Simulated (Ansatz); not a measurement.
CH5AlN, SMILES `[CH3][Al-][NH2]` (excited triplet) (charge -1, multiplicity 3). This triplet is an excited state, 1.28 eV above the relaxed singlet at the level frozen-core CCSD(T)/aug-cc-pVTZ // PBE0-D3(BJ)/def2-TZVPD (Ansatz, an electronic-structure program).

Cartesian coordinates (Å):
SMILES: [Al-]([CH3])[NH2]
```xyz
8

C     -1.4798     0.0651    -0.0786
Al     0.3062    -0.7705    -0.5225
N      1.8229     0.0494     0.1891
H     -2.2933    -0.4975    -0.5493
H     -1.6562     0.0698     1.0035
H     -1.5332     1.0991    -0.4394
H      2.4726     0.4647    -0.4648
H      2.3607    -0.4800     0.8619
```
Charge -1, spin multiplicity 3.

### Question
Give the natural occupations of the active orbitals, the CASSCF energy and the corrected energy for frozen-core fic-MRCISD+Q@CASSCF(6e,6o)/aug-cc-pVTZ // PBE0-D3(BJ)/def2-TZVPD (Ansatz).

### Answer

natural occupations: 1.98, 1.98, 1.00, 1.00, 0.02, 0.02
CASSCF energy: -337.2196 Ha
corrected energy: -337.6915 Ha
weight of the reference: 0.883
